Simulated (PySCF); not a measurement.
Relaxation of triplet WCl2

All numbers come from UB3LYP in PySCF with W def2-TZVP with ECP60, Cl def2-TZVP; scalar-relativistic core potentials, no spin–orbit coupling; density-fitted integrals. A (50,194) grid was used.

A hand-made linear start, of D∞h symmetry, held to at least that symmetry:

Coordinates in bohr (charge 0 multiplicity 3):
```
W     0.0000    0.0000    0.0000
Cl    0.0000    0.0000    4.4598
Cl    0.0000    0.0000   -4.4598
```

**Question.** What does it relax to?

**Answer.** It ends at D∞h with W–Cl 2.227 Å (×2); Cl–W–Cl 180.0°. A frequency run shows a minimum.

**Question.** How much energy is released, and in how many steps?

**Answer.** 29.6 kJ/mol in 4 steps.

Open d and f shells are described by one determinant, and the ground state may have another occupation or spin. At this level a quintet minimum of C2v symmetry lies 18 kJ/mol below this structure. With an element this heavy the missing spin–orbit coupling can shift these numbers.

The relaxation took 11 s on 4 threads of a shared Arm Neoverse V1 host, with 114 basis functions and 5 gradients; the process peaked at 0.58 GiB. Launch command: `OMP_NUM_THREADS=4 python axn.py task.json out`.
